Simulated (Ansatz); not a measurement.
Molecule (SMILES): F[C]F (closed-shell singlet).
Geometry (B3LYP-D3(BJ)/def2-TZVP, fixed):
```xyz
3

F     -1.0201    -0.2528     0.0305
C     -0.0313     0.5961     0.0011
F      1.0410    -0.1446    -0.0312
```

Basis-set convergence of the dipole moment at PBE with Ansatz (an electronic-structure program). Dipoles come from the density behind the forces; the sign is taken along the dipole that this method gives in the largest set. All functions are spherical. No added dispersion term, no relativity. Reference: the value in aug-pcseg-3, 0.731 D. Deviations are taken from unrounded values.

| basis | functions | dipole moment (D) |
|---|---|---|
| cc-pVDZ | 42 | 0.859 |
| aug-cc-pVDZ | 69 | 0.737 |
| def2-SVP | 42 | 0.932 |
| def2-SVPD | 66 | 0.755 |
| pcseg-1 | 42 | 0.747 |
| aug-pcseg-1 | 69 | 0.725 |
| 6-311G** | 54 | 0.811 |
| 6-311+G** | 66 | 0.697 |
| cc-pVTZ | 90 | 0.808 |
| aug-cc-pVTZ | 138 | 0.729 |
| pcseg-2 | 90 | 0.759 |
| aug-pcseg-2 | 138 | 0.736 |
| def2-TZVPP | 93 | 0.785 |
| def2-TZVPPD | 117 | 0.729 |
| cc-pVQZ | 165 | 0.758 |
| aug-cc-pVQZ | 240 | 0.730 |
| def2-QZVPP | 171 | 0.745 |
| def2-QZVPPD | 195 | 0.730 |
| pcseg-3 | 180 | 0.730 |
| aug-pcseg-3 | 255 | 0.731 |

What the diffuse functions change, pair by pair:
- cc-pVDZ to aug-cc-pVDZ: 27 more functions, deviation 0.129 to 0.006 D
- def2-SVP to def2-SVPD: 24 more functions, deviation 0.201 to 0.025 D
- pcseg-1 to aug-pcseg-1: 27 more functions, deviation 0.016 to -0.005 D
- 6-311G** to 6-311+G**: 12 more functions, deviation 0.081 to -0.034 D
- cc-pVTZ to aug-cc-pVTZ: 48 more functions, deviation 0.078 to -0.001 D
- pcseg-2 to aug-pcseg-2: 48 more functions, deviation 0.028 to 0.005 D
- def2-TZVPP to def2-TZVPPD: 24 more functions, deviation 0.055 to -0.001 D
- cc-pVQZ to aug-cc-pVQZ: 75 more functions, deviation 0.028 to 0.000 D
- def2-QZVPP to def2-QZVPPD: 24 more functions, deviation 0.014 to -0.001 D
- pcseg-3 to aug-pcseg-3: 75 more functions, deviation 0.000 to 0.000 D

Leaving out the reference's own pair, they bring the value nearer the reference by more than 0.001 D in 9 of 9 pairs.
